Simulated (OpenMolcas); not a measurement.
# Mn2+: effect of the metal basis

Mn2+ with its 8 nearest fluoride ions at 2.354 Å, on the Sr site of SrF2 (a = 5.796 Å, distance in the model lattice 2.510 Å). The rest of the host is ab initio model potentials to 7.6 Å and point charges beyond; the distance is set by hand and nothing relaxes.

| Item | Value |
| --- | --- |
| Program | OpenMolcas 26.06 |
| Method | CASSCF |
| Spin-orbit coupling | RASSI with atomic mean-field integrals over the reference wave functions |

Fixed: ligand basis ANO-RCC-VDZP, active space 5 electrons in 5 orbitals (3d), DKH2 Hamiltonian.

States (labels of O, the rotations of Oh). Energies in cm-1 above the lowest state or level, χT in cm3 K/mol; 10Dq and B are least-squares fits to the states below 45000 cm-1, weighted by degeneracy, with a free offset, and given where the rms deviation is under 5 % of |10Dq| (or 100 cm-1) and under 700 cm-1; 10Dq is negative for this site.

```json
{"Run": "A", "Metal basis": "ANO-RCC-VDZP", "Ground state": "6A1", "10Dq": "-3254", "B (rms of fit)": "1106 (70)", "First gap with spin-orbit (degeneracies)": "30150 (6, 2)", "χT at 300 K": "4.386", "First state of another spin": "4T1 30182", "Cost": "roughly 40 core-seconds"}
{"Run": "B", "Metal basis": "ANO-RCC-VTZP", "Ground state": "6A1", "10Dq": "-3241", "B (rms of fit)": "1113 (75)", "First gap with spin-orbit (degeneracies)": "30429 (6, 2)", "χT at 300 K": "4.386", "First state of another spin": "4T1 30460", "Cost": "roughly 60 core-seconds"}
```

Against A, |10Dq| changes by -0.4 % in B.

Costs are those of the RASSCF and RASSI steps.

Without dynamic correlation the repulsion within the d shell is too large (B by tens of per cent), so at a given field states of lower spin stand too high. Ligand-to-metal charge-transfer states are missing. With no ligand orbital active B as a rule stays too high, so bands that hang on it stand too high and its fall with covalency is understated. With metal d orbitals alone and no dynamic correlation 10Dq can be off by a tenth to a fifth, either way, in oxide and fluoride hosts. No measured value stands beside these numbers; the geometry was set by hand and not optimised.
